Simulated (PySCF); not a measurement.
# SMILES [C@@H]1(B(F)F)COC=C(F)C1, C$_{5}$H$_{6}$BF$_{3}$O

Geometry (Å), atoms numbered from 1 in this order:
```xyz
16

F    -3.1433   -0.5401   -0.2756
B    -2.2232    0.3919   -0.1542
F    -2.6944    1.5781    0.1572
C    -0.6790    0.1158   -0.3879
C    -0.2572   -1.3292   -0.0673
O     1.0626   -1.6093   -0.4891
C     1.9721   -0.6432   -0.1979
C     1.6477    0.5673    0.2382
F     2.6259    1.4630    0.5269
C     0.2470    1.0684    0.3898
H    -0.4742    0.2623   -1.4580
H    -0.8906   -2.0510   -0.5861
H    -0.3340   -1.4991    1.0149
H     2.9897   -0.9619   -0.3589
H     0.1797    2.0836   -0.0063
H    -0.0364    1.1123    1.4454
```

Theory: GIAO HF/pcSseg-1 magnetisability, rotational g tensor and spin-rotation constants, non-relativistic, gas phase in PySCF 2.14.0. Geometry: GFN2-xTB.

(1) Give the nuclear spin-rotation constants along the inertial axes (H = +C I·J) beside the isotropic shieldings.

Results:

(1) Rotational constants 2.4043, 0.8025, 0.6148 GHz. A star marks the isotopologue with that one atom substituted, in its own axes.
| atom | isotope | Caa (kHz) | Cbb (kHz) | Ccc (kHz) | mean (kHz) | σ (ppm) |
| --- | --- | --- | --- | --- | --- | --- |
| F1 | 19F | 2.594 | 1.332 | 0.224 | 1.383 | 290.6 |
| B2 | 11B | 0.476 | 0.224 | 0.117 | 0.273 | 86.6 |
| F3 | 19F | 3.664 | 0.958 | 0.241 | 1.621 | 290.3 |
| F9 | 19F | 0.918 | 0.641 | 0.219 | 0.592 | 382.3 |
| H11 | 1H | -0.239 | -0.102 | 0.008 | -0.111 | 30.6 |
| H12 | 1H | -0.135 | -0.004 | -0.058 | -0.066 | 27.9 |
| H13 | 1H | -0.265 | -0.085 | 0.026 | -0.108 | 28.8 |
| H14 | 1H | 0.205 | -0.071 | -0.066 | 0.023 | 25.0 |
| H15 | 1H | -0.246 | -0.009 | -0.047 | -0.101 | 29.7 |
| H16 | 1H | -0.238 | -0.079 | 0.004 | -0.104 | 29.7 |
| C4 | 13C* | 0.346 | 0.112 | 0.069 | 0.176 | 174.8 |
| C5 | 13C* | 0.393 | 0.177 | 0.122 | 0.230 | 132.8 |
| O6 | 17O* | -0.269 | -0.074 | -0.021 | -0.121 | 298.9 |
| C7 | 13C* | 1.097 | 0.241 | 0.114 | 0.484 | 54.0 |
| C8 | 13C* | 1.126 | 0.249 | 0.138 | 0.504 | 40.6 |
| C10 | 13C* | 0.350 | 0.113 | 0.081 | 0.181 | 169.6 |

For the geometry as given, no vibrational averaging.
